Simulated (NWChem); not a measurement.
C2H3F2NSi; SMILES F[C@H]1N=C[Si@@H]1F

```xyz
9

F     -1.1017    -1.8841    -0.1579
C     -0.3357    -0.9286     0.4692
N      1.1172    -1.1520     0.2432
C      1.5638     0.0106    -0.1149
Si    -0.1223     0.7869    -0.3674
F     -0.5647     2.1602     0.3586
H     -0.5405    -0.9748     1.5441
H      2.6315     0.1793    -0.2544
H     -0.5700     0.8647    -1.7812
```
Atoms are numbered in this order, from 1.

Computed with NWChem. The geometry was optimised at B3LYP/6-31G* (spherical d).

For level LDA (Slater exchange, VWN5)/def2-TZVP:

| Quantity | Value |
|---|---|
| highest occupied level (eV) | -6.43 |
| orbital gap (eV) | 3.40 |
| dipole (D) | 1.69 |

Estimate the same quantities for level B3LYP/def2-TZVP.

highest occupied level (eV): -7.45
orbital gap (eV): 5.53
dipole (D): 1.88
